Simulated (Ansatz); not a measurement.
phosphorus atom (P), quartet; CCSD(T)/cc-pVTZ run with Ansatz (an electronic-structure program).

The Ansatz input:
Ansatz 0.2 input:
```yaml
crystal:
  periodic: [false, false, false]
  atoms:
    - {symbol: P, position_ang: [0.00000000, 0.00000000, 0.00000000]}
basis:
  gaussian:
    orbitals: cc-pVTZ
magnetization: {spin_polarized: true, initial_magnetization: 3}
correlation: {method: ccsd_t, electrons: outside_noble_gas}
accuracy: high
```

Write the output that Ansatz gives for this input, abridged.


```
Functional definition: HF
333 factors; integrals over basis functions are off by at most 3.8e-9 eV
mean field evaluation 1: about -9271.2766 eV, gradient 3.3e0 eV
mean field evaluation 2: about -9271.2793 eV, gradient 3.3e0 eV
mean field evaluation 4: about -9271.3626 eV, gradient 1.6e-1 eV
mean field evaluation 8: about -9271.3630 eV, gradient 9.4e-5 eV
mean field evaluation 16: about -9271.3626 eV, gradient 1.8e-1 eV
mean field -9271.36299970 eV, -340.7163058834 hartree, gradient 2.3e-8 eV, S^2 3.750308; 0 other end points of the search recorded, 0 dependent functions left out
5 core orbitals not correlated
reference -9271.36299970 eV, -340.7163058834 hartree; 4, 1 occupied and 25, 28 virtual orbitals, 333 factors
second order -2.26594124 eV of doubles, -0.00000000 eV of singles
cycle   1  -2.64223927 eV  change   -3.8e-1 eV  update   4.3e-2
cycle   2  -2.74148793 eV  change   -9.9e-2 eV  update   1.2e-2
cycle   3  -2.74659965 eV  change   -5.1e-3 eV  update   2.3e-3
cycle   4  -2.74656834 eV  change    3.1e-5 eV  update   3.8e-4
cycle   5  -2.74645847 eV  change    1.1e-4 eV  update   4.5e-5
cycle   6  -2.74648771 eV  change   -2.9e-5 eV  update   1.4e-5
cycle   7  -2.74648251 eV  change    5.2e-6 eV  update   3.2e-6
cycle   8  -2.74648199 eV  change    5.2e-7 eV  update   4.2e-7
cycle   9  -2.74648206 eV  change   -7.1e-8 eV  update   6.1e-8
cycle  10  -2.74648208 eV  change   -1.9e-8 eV  update   1.6e-8
cycle  11  -2.74648203 eV  change    4.7e-8 eV  update   1.1e-8
cycle  12  -2.74648185 eV  change    1.8e-7 eV  update   3.5e-8
cycle  13  -2.74648182 eV  change    3.0e-8 eV  update   8.7e-9
cycle  14  -2.74648182 eV  change   4.0e-10 eV  update   2.0e-9
cycle  15  -2.74648182 eV  change  -1.9e-11 eV  update  4.7e-10
perturbative correction -0.10292163 eV, -0.0037823000 hartree
Total energy: -9274.21240315 eV, -340.8210195286 hartree
```
